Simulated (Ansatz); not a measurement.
Two isomers of CH7BFNSi: A = `C[SiH](N)BF`, B = `B[Si](C)(N)F`.

Gas-phase electronic energies from Ansatz, PBE0-D4/def2-TZVP geometries. CCSD(T)/CBS is the MP2 limit (def2-TZVPP, def2-QZVPP) plus CCSD(T) − MP2 in def2-TZVPP, frozen cores. Functionals use def2-TZVPP. B3LYP here is the variant with VWN-RPA as its local correlation; programs differ in this. Each species was taken in one conformer, which may not be the lowest.

A:

Z-matrix (Å, degrees):
```
C
Si 1 1.880
H 1 1.093 2 110.7
H 1 1.094 2 110.5 3 119.4
H 1 1.093 2 111.6 3 -120.3
N 2 1.724 1 116.0 3 59.4
B 2 2.037 1 110.0 3 -179.8
H 2 1.494 1 106.8 3 -60.2
H 6 1.007 2 121.7 1 -64.7
H 6 1.007 2 120.4 1 83.9
F 7 1.326 2 119.7 1 63.2
H 7 1.207 2 125.0 1 -115.8
```

B:

```xyz
12

B    -0.7615   -1.0460   -1.4959
Si   -0.3191    0.2777   -0.0515
C     1.4400    0.8549    0.1118
N    -0.7576   -0.4847    1.4123
F    -1.1940    1.6008   -0.3710
H    -1.8613   -1.5194   -1.5492
H     0.0262   -1.4338   -2.3089
H     2.1194    0.0096    0.2431
H     1.7489    1.4037   -0.7807
H     1.5561    1.5249    0.9685
H    -1.6395   -0.9574    1.5210
H    -0.3575   -0.2305    2.3005
```

Which isomer does CCSD(T)/CBS put lower? Give the gap. (Best estimate.)

Ansatz gave: B, by 25.2 kJ/mol.

Give E(B) − E(A) in kJ/mol with B2PLYP, B3LYP, B3LYP-D4, ωB97M-V, MP2/def2-TZVPP, PBE0-D4, PBE-D4. (Estimate.)

Computed: B2PLYP -21.2, B3LYP -18.6, B3LYP-D4 -20.6, ωB97M-V -22.2, MP2/def2-TZVPP -23.7, PBE0-D4 -16.7, PBE-D4 -12.2. None reverses the order clearly.

Largest T1 diagnostic: 0.012.

From PBE to PBE0 (25 % exact exchange), in def2-TZVPP and without D4, E(B) − E(A) moves by −4.7 kJ/mol. In def2-TZVPP, CCSD(T) changes the Hartree–Fock value by +7.3 kJ/mol (the triples alone add +2.1 kJ/mol) and MP2 by +5.0 kJ/mol.
